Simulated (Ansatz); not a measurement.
`C=C[Se][GeH3]` + `[NH2][GeH3]` → `C=C[NH][GeH3]` + `[GeH3][SeH]`  (substitution at a C–Se bond)

Computed with Ansatz on PBE0-D4/def2-TZVP structures; ΔE is electronic, products minus reactants. CCSD(T)/CBS is the MP2 limit (def2-TZVPP, def2-QZVPP) plus CCSD(T) − MP2 in def2-TZVPP, frozen cores. Functionals use def2-TZVPP. For Ge, Se outer-core shells are correlated without core-valence functions, which leaves a few kJ/mol of doubt a bond. Scalar relativity is left out up to krypton. Each species was taken in one conformer, which may not be the lowest.

```
         level  ΔE (kcal/mol)
     revPBE-D4           -1.4
    r2SCANh-D4           -2.3
  CAM-B3LYP-D4           -3.1
        B2PLYP           -1.4
           PBE           -2.2
        r2SCAN           -2.2
MP2/def2-TZVPP            0.7
  HF/CBS(def2)           -3.6
```

(1) What does CCSD(T)/CBS give? (Estimate.)

Largest T1 diagnostic among the species: 0.012.

Answers

(1) The calculation gave: +0.1 kcal/mol. The listed levels differ from it by -1.5, -2.4, -3.2, -1.5, -2.3, -2.3, 0.6, -3.7 kcal/mol.

Leaving LDA and LC-ωPBE aside and taking each functional with its dispersion term where it has one, the values spread over 1.7 kcal/mol, from CAM-B3LYP-D4 to B2PLYP. LDA lies −2.7 kcal/mol from PBE without D4. At CCSD(T), def2-SVP lies −5.6 kcal/mol from the extrapolated value and def2-TZVPP −0.3 kcal/mol.
